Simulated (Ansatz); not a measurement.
Consider the cleavage of the B–Si bond: `FB[SiH2]S` + `[OH][InH2]` → `FB[O][InH2]` + `[SiH3]S`.

Program: Ansatz. Geometries: PBE0-D4/def2-TZVP. ΔE: electronic, gas phase. CCSD(T)/CBS is the MP2 limit (def2-TZVPP, def2-QZVPP) plus CCSD(T) − MP2 in def2-TZVPP, frozen cores. Functionals use def2-TZVPP. B3LYP here is the variant with VWN-RPA as its local correlation; programs differ in this. HSE06 is defined as in plane-wave codes. Elements past krypton have def2 core potentials. For In outer-core shells are correlated without core-valence functions, which leaves a few kJ/mol of doubt a bond. One conformer a species, not always the lowest.

```csv
level,ΔE (kcal/mol),difference from CCSD(T)/CBS
LDA (SPW92),-47.1,1.6
revPBE-D4,-43.4,5.3
B97M-V,-48.9,-0.2
B3LYP-D4,-47.8,0.9
HSE06-D4,-46.2,2.5
ωB97X-V,-48.3,0.4
ωB97M-V,-49.8,-1.1
B2PLYP,-49.1,-0.4
r2SCAN0,-49.6,-0.9
BHLYP,-50.5,-1.8
CAM-B3LYP,-49.8,-1.1
LC-ωPBE,-47.7,1.0
HF/def2-SVP,-57.6,-8.9
HF/def2-QZVPP,-52.5,-3.8
MP2/def2-QZVPP,-50.2,-1.5
SCS-MP2/def2-QZVPP,-50.2,-1.5
CCSD(T)/CBS,-48.7,0
```

Largest T1 diagnostic among the species: 0.017.

In def2-TZVPP, CCSD(T) changes the Hartree–Fock value by +2.8 kcal/mol (the triples alone add +0.3 kcal/mol) and MP2 by +1.7 kcal/mol. At CCSD(T), def2-SVP lies −7.5 kcal/mol from the extrapolated value and def2-TZVPP −0.7 kcal/mol. From PBE to PBE0 (25 % exact exchange), in def2-TZVPP and without D4, ΔE moves by −2.1 kcal/mol.
